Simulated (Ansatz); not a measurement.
GeO4 (the lowest singlet isomer of a short search). The state is a singlet with charge 0. Geometry r2SCAN-D4/def2-SVP, basis def2-TZVP, Ansatz.

| atom | x (Å) | y (Å) | z (Å) |
| --- | --- | --- | --- |
| Ge1 | 0.241 | -0.421 | 0.524 |
| O2 | 0.386 | 1.259 | -0.132 |
| O3 | -0.865 | -0.424 | -0.908 |
| O4 | -0.552 | 0.962 | -1.198 |
| O5 | 0.790 | -1.377 | 1.715 |

```
run  HOMO (eV)  LUMO (eV)
  A      -7.75      -3.23
  B      -6.70      -3.75
  C      -8.48      -2.77
  D      -7.09      -3.59
  E     -10.93      -0.68
```

The structure holds 2 bonds between oxygen atoms, so isomers without such links may lie far lower. The structure comes from a short search, and lower isomers may exist.

Problem. The runs used PBE, PBE0, r2SCAN, r2SCANh, ωB97M-V. Estimate which is which.

Solution. A r2SCANh (10 % exact exchange); B PBE (0 % exact exchange); C PBE0 (25 % exact exchange); D r2SCAN (0 % exact exchange); E ωB97M-V (range-separated). Exact exchange lowers occupied and raises empty levels; among semilocal functionals meta-GGAs tend to open the gap a little, and such runs are hard to tell apart. The gap grows from 2.96 eV (PBE) to 10.25 eV (ωB97M-V).
